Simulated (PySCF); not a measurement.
NMR data simulated for an unnamed compound:

1H NMR (400 MHz, computed): δ 6.39 (br s, 1H), 3.14 (m, 2H).

13C{1H} NMR (computed): δ 168.0 (C), 133.3 (C), 45.2 (CH2).

Non-relativistic Hamiltonian, a single conformation, gas phase, averaged over atoms made equivalent by symmetry, fast rotation or ring inversion. PBE0/pcSseg-1 with gauge-including orbitals; coordinates at the GFN2-xTB level; PySCF 2.14.0 with density-fitted response routines.

δ = σ(ref) − σ, references computed at the same level: TMS for 1H (σref 31.72) and 13C (σref 186.93).

Which of these does the molecule contain: a CF3 group, a benzene ring, an OH group, a heteroaromatic ring, a carboxylic acid, a nitrile?

## Answers


- A CF3 group: yes (δC 133.3).
- A benzene ring: no.
- An OH group: yes (δH 6.39 (br s)).
- A heteroaromatic ring: no.
- A carboxylic acid: yes (δC 168.0; δH 6.39 (br s)).
- A nitrile: no.

The data belong to SMILES O=C(O)CC(F)(F)F, C₃H₃F₃O₂; they needn't prove each group on their own.

Carbon signals by region: 1 in the far downfield region (above 160 ppm), 1 in the sp2 and nitrile region (100–160 ppm), 1 below 50 ppm. Above 160 ppm: 168.0, carboxylic acid carbon.

The OH or NH signal is concentration- and solvent-dependent in practice; the value given is the gas-phase one. Splittings by 19F in the carbon and heteronuclear signals aren't shown, as no couplings were computed. Shifts are as computed. Against solution values, carbons near 30 ppm lie about +3 ppm off and those near 130 ppm about +5 ppm. Of 1211 compounds with measured shifts, 218 miss one by over three times the rms of a fit or turn the order of signals round; such compounds aren't used in these exercises. Hydrogen bonding in solution deshields acid and N–H amide carbonyl carbons by as much as 10 ppm beyond these values.
